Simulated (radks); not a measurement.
Question: Dipole-allowed excitations along the series with 28 electrons in [Ar] 3d10. Method: non-relativistic Kohn-Sham, exchange-only LDA, spin-unpolarised, spherical densities, point nucleus; computed with a radial shooting solver on a logarithmic mesh with Libxc functionals. Time-dependent linear response with the Hartree and adiabatic exchange-only LDA kernel, continuum included through the Sternheimer equations. Lines are the poles of the dipole polarisability below minus the highest occupied eigenvalue, found on a grid refined at the orbital gaps; the lowest seven at most are given, and weak or close lines can be missed. The first line takes the name of the lowest orbital gap if no other gap lies below it; otherwise a line is named after a gap within 0.6 % of it, if that gap stands alone.

| species | -e(HOMO) (eV) | lowest orbital gap (eV) | first line (eV) | f | strongest line (eV) | its f | static alpha (bohr^3) |
|---|---|---|---|---|---|---|---|
| Sn22+ | 1096.4 | 3d-4p 498.63 | 501.68 (3d-4p) | 0.408 | 664.13 (unassigned) | 3.93 | 0.01885 |
| Sb23+ | 1182.6 | 3d-4p 537.14 | 540.30 (3d-4p) | 0.402 | 710.29 (unassigned) | 4.29 | 0.01674 |
| I25+ | 1364.1 | 3d-4p 618.16 | 621.56 (3d-4p) | 0.391 | 806.64 (unassigned) | 4.74 | 0.01334 |

Estimate the first line of Te24+, its oscillator strength and the static polarisability.

Answer: 580.26 eV (3d-4p), f = 0.396, alpha = 0.01491 bohr^3.
